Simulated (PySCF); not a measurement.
## Ru⁺: excitation energy

Ru⁺ [Kr] 4d7 (4F) → Ru⁺ [Kr] 4d6 5s1 (6D), as a difference of total energies. Computed with PySCF 2.14 in aug-cc-pwCVDZ-PP with ECP28MDF (6s6p5d3f, 70 functions), with scalar relativity through the core potential. Correlated levels: valence and next inner shell: nothing frozen outside the core potential. The calculations carry no spin-orbit coupling.

| method | excitation energy (eV) | error (eV) |
| --- | --- | --- |
| UHF | 0.338 | -0.752 |
| MP2 (valence and next inner shell) | 0.547 | -0.543 |
| SCS-MP2 (valence and next inner shell) | 0.862 | -0.228 |
| CCSD (valence and next inner shell) | 0.588 | -0.502 |
| CCSD(T) (valence and next inner shell) | 0.616 | -0.474 |

Reference: 1.090 eV (measured; NIST levels, between the centres of gravity of the two terms).

Errors of the correlated levels include the incompleteness of this basis.
